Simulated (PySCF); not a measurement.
**Basis-set dependence of NaBi at r²SCAN**

PySCF, UKS reference; triplet, unpaired electrons π ↑↑; De to Na + Bi without counterpoise correction.

```csv
basis,relativity,functions,Re (Å),ωe (cm⁻¹),De (eV),μ (D)
def2-SVP,scalar-relativistic core potentials,41,3.013,180,1.14,-6.24
def2-SVPD,scalar-relativistic core potentials,50,3.011,182,1.15,-6.24
aug-cc-pVDZ/aug-cc-pVDZ-PP,scalar-relativistic core potentials,59,3.013,182,1.12,-6.26
```

Q: How does each smaller set differ from the one with most functions, aug-cc-pVDZ/aug-cc-pVDZ-PP?

A: def2-SVP: +0.0 pm, -1.1 % in ωe, +0.02 eV in De; def2-SVPD: -0.2 pm, +0.0 % in ωe, +0.03 eV in De. All at r²SCAN; the set with most functions is neither the basis-set limit nor always the best.

A positive dipole means Na(−)Bi(+). These are scalar-relativistic numbers at best; spin–orbit coupling would shift them, the dissociation energy most. The state is the lowest determinant that a PBE0 search found; another state may lie lower at other levels.
